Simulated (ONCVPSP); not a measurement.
**Scattering properties, ONCV potential for Cr (Z = 24)**

```
Element                 : Cr
Generator               : ONCVPSP 4.0.1
Type                    : optimised norm-conserving Vanderbilt (ONCV)
Functional              : LDA (Perdew-Zunger)
Relativity              : scalar-relativistic
Frozen core             : [Ne]
Valence charge          : 14
Reference configuration : 3s2 3p6 3d5.5 4s0.5
Partial waves           : 3s+4s: rc 1.60 bohr, ncon 4, nbas 8, qcut 7.9 1/bohr, 2 projectors; 3p: rc 1.15 bohr, ncon 4, nbas 7, qcut 12.4 1/bohr, 2 projectors, debl 0.7 Ha; 3d: rc 2.05 bohr, ncon 5, nbas 10, qcut 6.5 1/bohr, 2 projectors, debl 0.5 Ha
Local potential         : polynomial inside 0.70 bohr (lpopt 4, dvloc0 1 Ha)
Core correction         : polynomial model core, fcfact 0.2
```

In the p channel the program set the typed energies aside and used -1.619, 0.250 Ha.

The phase is arctan(r·R′/R) of the radial function R(r), unwrapped; energies in Ha, scanned from -4 to 5 Ha. A pole is an energy at which the radial function vanishes at the test radius. The pseudo phase is shifted by a multiple of π to meet the all-electron one at the reference energy, and phase errors are pseudo minus all-electron; the curves can meet again beyond the range given. Levels narrower than the energy grid can be missing from the lists of poles.

```csv
channel,radius (bohr),reference energy (Ha),"poles, all-electron","poles, pseudo",unbroken range about the reference energy with phases within 0.05 rad,phase error 1 Ha above the reference energy (rad)
s,1.62,-0.14,-2.34,-2.34,the whole range,-0.001
p,1.17,-1.62,0.59,0.59,the whole range,+0.000
d,2.08,-0.08,"0.21, 3.90","0.20, 3.58",below 3.9,-0.002
```

Phases in the p channel:

```
E (Ha)  all-electron  pseudo
 -3.98         0.659   0.659
 -3.74         0.529   0.529
 -3.50         0.362   0.362
 -3.26         0.155   0.154
 -3.02        -0.088  -0.088
 -2.78        -0.344  -0.344
 -2.54        -0.583  -0.583
 -2.30        -0.785  -0.785
 -2.06        -0.946  -0.946
 -1.82        -1.073  -1.073
 -1.58        -1.173  -1.173
 -1.34        -1.252  -1.252
 -1.10        -1.316  -1.316
 -0.86        -1.370  -1.370
 -0.62        -1.415  -1.415
 -0.38        -1.454  -1.454
 -0.14        -1.488  -1.488
  0.10        -1.518  -1.518
  0.34        -1.545  -1.545
  0.58        -1.570  -1.570
  0.82        -1.593  -1.593
  1.06        -1.615  -1.615
  1.30        -1.637  -1.637
  1.54        -1.657  -1.657
  1.78        -1.677  -1.677
  2.02        -1.697  -1.697
  2.26        -1.718  -1.718
  2.50        -1.738  -1.738
  2.74        -1.760  -1.760
  2.98        -1.782  -1.782
  3.22        -1.806  -1.806
  3.46        -1.832  -1.832
  3.70        -1.860  -1.860
  3.94        -1.891  -1.891
  4.18        -1.926  -1.926
  4.42        -1.965  -1.966
  4.66        -2.011  -2.012
  4.90        -2.064  -2.066
```
